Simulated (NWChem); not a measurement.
System: C₃H₆Se; SMILES C=C[Se]C

NWChem printed, in part:

```
             Northwest Computational Chemistry Package (NWChem) 7.3.0
             --------------------------------------------------------

 C1  symmetry detected

                             Geometry "geometry" -> ""
                             -------------------------

 Output coordinates in angstroms (scale by  1.889725989 to convert to a.u.)

  No.       Tag          Charge          X              Y              Z
 ---- ---------------- ---------- -------------- -------------- --------------
    1 C                    6.0000    -0.11324944    -2.41898879     0.13116837
    2 C                    6.0000    -0.56662585    -1.19899111    -0.16629426
    3 Se                  34.0000     0.45540203     0.38587387    -0.02082687
    4 C                    6.0000    -1.02118073     1.64131029     0.10391722
    5 H                    1.0000     0.88405046    -2.58761459     0.54801644
    6 H                    1.0000    -0.73726406    -3.29915684    -0.04648043
    7 H                    1.0000    -1.57331626    -1.05697210    -0.57643783
    8 H                    1.0000    -1.68433215     1.54233373    -0.76642155
    9 H                    1.0000    -0.58120829     2.64764616     0.10254611
   10 H                    1.0000    -1.58526256     1.49406980     1.03414272

 Effective nuclear repulsion energy (a.u.)     246.6791044477

                                 NWChem DFT Module
                                 -----------------

 Summary of "ao basis" -> "ao basis" (spherical)
 ------------------------------------------------------------------------------
       Tag                 Description            Shells   Functions and Types
 ---------------- ------------------------------  ------  ---------------------
 C                          def2-svp                 6       14   3s2p1d
 Se                         def2-svp                12       32   5s4p3d
 H                          def2-svp                 3        5   2s1p

            General Information
            -------------------
          SCF calculation type: DFT
          Wavefunction type:  closed shell.
          No. of atoms     :    10
          No. of electrons :    58
           Alpha electrons :    29
            Beta electrons :    29
          Charge           :     0
          Spin multiplicity:     1
          Use of symmetry is: off; symmetry adaption is: off
          Maximum number of iterations: 150
          AO basis - number of functions:   104
                     number of shells:    48
          Convergence on energy requested:  1.00D-06
          Convergence on density requested:  1.00D-05
          Convergence on gradient requested:  5.00D-04

              XC Information
              --------------
                         B3LYP Method XC Potential
                     Hartree-Fock (Exact) Exchange  0.200
                        Slater Exchange Functional  0.800 local
                    Becke 1988 Exchange Functional  0.720 non-local
              Lee-Yang-Parr Correlation Functional  0.810
                  VWN I RPA Correlation Functional  0.190 local

             Grid Information
             ----------------
          Grid used for XC integration:  medium
          Radial quadrature: Mura-Knowles
          Angular quadrature: Lebedev.
          Tag              B.-S. Rad. Rad. Pts. Rad. Cut. Ang. Pts.
          ---              ---------- --------- --------- ---------
          C                   0.70       49          12.0       434
          Se                  1.15      112          11.0       590
          H                   0.35       45          13.0       434
          Grid pruning is: on
          Number of quadrature shells:   529
          Spatial weights used:  Erf1

      Superposition of Atomic Density Guess
      -------------------------------------

 Sum of atomic energies:       -2515.38189088

      Non-variational initial energy
      ------------------------------

 Total energy =   -2517.489648
 1-e energy   =   -3988.072354
 2-e energy   =    1223.903602
 HOMO         =      -0.234657
 LUMO         =       0.010854

     ---------------------------------------------
      Total Density - Mulliken Population Analysis
     ---------------------------------------------

    Atom       Charge   Shell Charges
 -----------   ------   -------------------------------------------------------
    1 C    6     6.28   1.99  0.97  0.27  2.03  1.00  0.03
    2 C    6     6.11   1.99  0.96  0.28  1.83  1.01  0.04
    3 Se  34    34.01   2.00  2.00  2.00  1.32  0.55  6.00  5.98  1.88  2.20  8.20  1.76  0.12
    4 C    6     6.27   1.99  0.94  0.26  1.94  1.11  0.02
    5 H    1     0.90   0.67  0.21  0.03
    6 H    1     0.89   0.66  0.20  0.03
    7 H    1     0.89   0.67  0.20  0.02
    8 H    1     0.88   0.67  0.19  0.02
    9 H    1     0.88   0.67  0.19  0.02
   10 H    1     0.88   0.67  0.19  0.02

   convergence    iter        energy       DeltaE   RMS-Dens  Diis-err
 ---------------- ----- ----------------- --------- --------- ---------
 d= 0,ls=0.0,diis     1  -2519.0639351837 -2.77D+03  6.94D-03  3.78D-01
 d= 0,ls=0.0,diis     2  -2519.0788522420 -1.49D-02  4.79D-03  2.19D-01
 d= 0,ls=0.0,diis     3  -2519.0928870072 -1.40D-02  2.12D-03  1.00D-01
 d= 0,ls=0.0,diis     4  -2519.1061794860 -1.33D-02  3.97D-04  3.11D-03
 d= 0,ls=0.0,diis     5  -2519.1064884658 -3.09D-04  1.47D-04  3.71D-04
  Resetting Diis
 d= 0,ls=0.0,diis     6  -2519.1065389667 -5.05D-05  2.49D-05  6.41D-06
 d= 0,ls=0.0,diis     7  -2519.1065398136 -8.47D-07  1.60D-05  8.00D-07
 d= 0,ls=0.0,diis     8  -2519.1065396958  1.18D-07  9.92D-06  1.54D-06

         Total DFT energy =    -2519.106539695846
      One electron energy =    -3991.637249611341
           Coulomb energy =     1331.510390317394
    Exchange-Corr. energy =     -105.658784849570
 Nuclear repulsion energy =      246.679104447672

 Numeric. integr. density =       58.000005097871

[...]
```

Level: B3LYP/def2-SVP. Coordinates come from a PBE0/def2-SVP optimisation.

### Question
Reconstruct the input file.

### Answer
This is not unique; one that fits is the input that was run:
```
start job
memory heap 200 mb stack 900 mb global 1100 mb
geometry units angstroms noautoz
  C     -0.108347    -2.414917     0.100238
  C     -0.582995    -1.198227    -0.176896
  Se     0.452079     0.384607    -0.149381
  C     -1.004385     1.648081     0.083695
  H      0.921425    -2.580641     0.430252
  H     -0.747942    -3.295353    -0.006532
  H     -1.621599    -1.058954    -0.498948
  H     -1.742081     1.537225    -0.722885
  H     -0.563591     2.652417     0.026255
  H     -1.484483     1.518857     1.062467
end
basis spherical
  * library def2-svp
end
dft
  xc b3lyp
  iterations 150
  mulliken
end
task dft energy
```
